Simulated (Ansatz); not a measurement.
CH$_{4}$GaNO (`N=[C](O)[GaH2]`), 8 atoms. Charge 0, multiplicity 1. Correlated methods include outer-core shells of Ga, which these sets cover unevenly. Scalar relativity is left out up to krypton. All runs use 2 threads of an Arm Neoverse V1 on a shared host. Correlated methods freeze the cores.

(1) How many basis functions does each run have, and how long does it take in Ansatz? RKS BLYP-D4/def2-TZVPP energy; RHF-MP2/def2-QZVPP energy; RKS PBE0-D4/def2-TZVP relaxation (10 steps); RKS ωB97M-V/def2-SVP energy; RHF-CCSD(T)/def2-TZVPP energy; RHF-CCSD(T)/def2-SVP energy; RKS B3LYP-D4/def2-TZVPP energy and forces; RKS revPBE-D4/def2-TZVPP energy; direct RPA on PBE orbitals/def2-TZVPP energy; RKS PBE0-D4/def2-SVP energy; RKS PBE0-D4/def2-QZVPP energy; RKS PBE0-D4/def2-TZVP frequencies. (Estimate.)

Results:

(1) The calculation gave: Other jobs shared the machine, so times are rough.

```
                                level                    job  functions  wall time  peak host memory (GiB)
                 RKS PBE0-D4/def2-SVP                 energy         94      1.6 s                    0.38
             RKS revPBE-D4/def2-TZVPP                 energy        197      2.6 s                    0.22
               RKS BLYP-D4/def2-TZVPP                 energy        197      2.7 s                    0.22
              RKS B3LYP-D4/def2-TZVPP      energy and forces        197      5.5 s                    0.44
                 RHF-CCSD(T)/def2-SVP                 energy         94      6.5 s                    0.38
                 RKS ωB97M-V/def2-SVP                 energy         94      7.5 s                    0.38
direct RPA on PBE orbitals/def2-TZVPP                 energy        197        8 s                    0.42
               RKS PBE0-D4/def2-QZVPP                 energy        380      9.5 s                     1.1
                   RHF-MP2/def2-QZVPP                 energy        380       24 s                     1.7
                RKS PBE0-D4/def2-TZVP  relaxation (10 steps)        165       47 s                    0.38
               RHF-CCSD(T)/def2-TZVPP                 energy        197      120 s                     2.4
                RKS PBE0-D4/def2-TZVP            frequencies        165    2.3 min                    0.38
```

B3LYP here is the variant with VWN-RPA as its local correlation; programs differ in this.
